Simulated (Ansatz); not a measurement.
Cartesian coordinates in Å:
```
O 1.266 1.510 0.712
C 0.451 1.446 -0.153
F 0.665 2.090 -1.315
F 0.767 -1.656 -1.467
C -0.796 0.673 -0.157
Al -0.372 -1.250 -0.345
H 1.093 -0.729 1.233
H -1.275 0.760 0.821
H -1.481 0.998 -0.940
H -1.282 -2.369 0.282
H 0.965 -1.473 1.330
```

Total charge 0; spin multiplicity 1. The bonds changed during the relaxation, so this is another structure than the one it started from.

(1) List the B3LYP/def2-TZVPP orbital energies in eV (the Gaussian-basis code of Ansatz). (Best estimate.)

Answers

(1) Ansatz gave: Occupied: -1525.27, -672.39, -670.78, -520.93, -281.53, -277.41, -113.22, -73.96, -73.80, -73.75, -34.15, -31.35, -29.40, -21.11, -16.87, -14.70, -14.33, -13.86, -13.76, -12.73, -12.05, -11.49, -11.35, -11.14, -10.76, -10.10, -8.83, -8.59. Lowest empty: -1.05, -0.40, 0.05, 0.38, 0.78, 1.74, 2.20, 2.75.

B3LYP here is the variant with VWN-RPA as its local correlation; programs differ in this.
